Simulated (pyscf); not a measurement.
## H₂N–NH–GaH₂ (SMILES N[NH][GaH2]), singlet

Gas-phase minimum from PySCF at ωB97X-D3(BJ)/def2-SVP, one conformer. H₂N–NH–GaH₂ lies 50.5 kcal/mol over its isomer H₂N–GaH–NH₂, and others may lie lower still (electronic energy, ωB97M-D3(BJ)). 

```xyz
8

N      0.4797    -0.7682     0.2984
N      0.4392     0.4860    -0.3426
Ga    -0.6653     1.8136     0.2273
H      0.2414    -1.5131    -0.3574
H      1.4195    -0.9622     0.6461
H      1.0681     0.5904    -1.1376
H     -1.5834     1.5417     1.4542
H     -0.5806     3.1412    -0.5993
```

Bond lengths (Å): N1–N2 1.409, N1–H4 1.021, N1–H5 1.021, N2–Ga3 1.819, N2–H6 1.019, Ga3–H7 1.556, Ga3–H8 1.566. Bond angles (°): N2–N1–H4 110.5, N2–N1–H5 110.5, H4–N1–H5 107.2, N1–N2–Ga3 121.6, N1–N2–H6 115.4, Ga3–N2–H6 123.0, N2–Ga3–H7 118.5, N2–Ga3–H8 114.9, H7–Ga3–H8 126.6.

Properties at ωB97X-D3(BJ)/def2-SVP:

```json
{
  "harmonic_wavenumbers_unscaled": "231, 248, 320, 509, 579, 646, 680, 745, 926, 1206, 1315, 1427, 1671, 2008, 2046, 3500, 3554, 3580 cm⁻¹",
  "zero_point_energy": "36.0 kcal/mol",
  "rotational_symmetry_number": "1",
  "Entropy of this conformer at 298 K and 1 atm, rigid rotor and harmonic oscillator, modes under 100 cm⁻¹ raised to 100": "297.1 J/(mol K)",
  "dipole_moment": "2.24 D"
}
```

Single-point totals, which compare only within one level (frozen core for MP2 and CC):

```tsv
level	total energy (hartree)
ωB97X-D3(BJ)/def2-TZVP	-2037.37327
PBE/def2-TZVP	-2036.94174
r²SCAN/def2-TZVP	-2037.29448
B3LYP-D3(BJ)/def2-TZVP	-2037.43394
PBE0-D3(BJ)/def2-TZVP	-2036.99011
M06-2X/def2-TZVP	-2037.31052
ωB97M-D3(BJ)/def2-TZVP	-2037.42459
HF/def2-TZVPP	-2035.06129
MP2/def2-TZVPP	-2035.72650
CCSD/def2-TZVPP	-2035.74431
CCSD(T)/def2-TZVPP	-2035.77109
```

The CCSD(T) − MP2 part came from Ansatz, without density fitting, on the same reference. The frozen core leaves the outer d or s,p core shells of the metals and heavy elements correlated in the MP2 and CC values, and def2-TZVPP describes them poorly, so these totals are far from the basis limit. Elements up to Kr have no core potential and no relativistic terms here.
